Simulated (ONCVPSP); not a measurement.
Cutoff test, C, ONCV

```
Element                 : carbon
Generator               : ONCVPSP 4.0.1
Type                    : optimised norm-conserving Vanderbilt (ONCV)
Functional              : PBE
Relativity              : scalar-relativistic
Frozen core             : [He]
Valence charge          : 4
Reference configuration : 2s2 2p2
Partial waves           : 2s: rc 1.05 bohr, ncon 5, nbas 10, qcut 5.6 1/bohr, 2 projectors, debl 3.6 Ha; 2p: rc 1.45 bohr, ncon 5, nbas 9, qcut 5.8 1/bohr, 2 projectors, debl 3.1 Ha
Local potential         : polynomial inside 0.80 bohr (lpopt 5, dvloc0 1 Ha)
Core correction         : Teter function, fcfact 5.75, rcfact 1.25
```

Q: For each optimised wave give the share of its norm inside rc, the residual kinetic energy above qcut (Ha) and the cutoffs (Ha) for errors of 10, 1, 0.1 and 0.01 mHa per electron.

A:

```csv
wave,norm inside rc,residual KE,10 mHa,1 mHa,0.1 mHa,0.01 mHa
2s,0.236,3.0e-03,11.8,24.0,148.1,255.0
s projector 2,0.079,6.6e-03,14.3,72.8,311.6,353.7
2p,0.437,3.7e-03,13.9,35.4,111.6,128.2
p projector 2,0.124,2.3e-02,19.3,43.5,129.0,153.8
```

The occupied waves need 35 Ha and 148 Ha for 1 and 0.1 mHa. Its largest configuration-test error is +392 meV.
